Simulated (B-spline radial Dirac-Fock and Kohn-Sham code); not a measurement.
Satellites and hypersatellites of the K lines of Fe²⁺

System: Fe²⁺ in the configuration [Ar] 3d6.

The computed values come from a B-spline atomic structure program: Dirac-Fock energy differences between relaxed states, corrected for Breit and QED terms. Each two-hole energy is an average over J within one jj subconfiguration, not an observable level; in light atoms, where LS coupling holds, the j-resolved values are not observed lines, and for a K spectator the Kα1 hypersatellite is nearly forbidden. No correlation.

Lines without a spectator: Kα2 (K-L2) 6389.9 eV, Kα1 (K-L3) 6402.1 eV, Kβ3 (K-M2) 7054.0 eV, Kβ1 (K-M3) 7055.5 eV. Shifts in eV with one spectator hole (a dash: not computed, or left out as unreliable):

| spectator hole | Kα2 | Kα1 | Kβ3 | Kβ1 |
| --- | --- | --- | --- | --- |
| L2 (2p1/2) | +25.04 | +30.7 | – | +69.4 |
| L3 (2p3/2) | +28.60 | +27.38 | +67.2 | – |
| M2 (3p1/2) | – | +2.20 | +4.95 | +6.49 |
| M3 (3p3/2) | +2.02 | – | +6.15 | +5.74 |

Question: Where does the K-L3 hypersatellite lie, emitted when both K electrons are missing?

Answer: +274.6 eV from the normal line, at 6676.7 eV. Removing both K electrons costs 14656.6 eV, which is 366.8 eV more than twice the K binding energy. In light atoms the observed hypersatellite is the ¹S₀ → ¹P₁ component, which lies below this average, and the triplet component is nearly forbidden.

With n spectator holes in 2p, averaged over the 2p shell (energies in eV):

```
n    KαLⁿ   step  hypersatellite KαʰLⁿ
0  6398.0      –                6671.9
1  6426.5  +28.4                6701.5
2  6456.0  +29.5                6732.2
3  6486.6  +30.6                6764.0
4  6518.3  +31.7                6796.9
5  6551.1  +32.8                6831.0
```
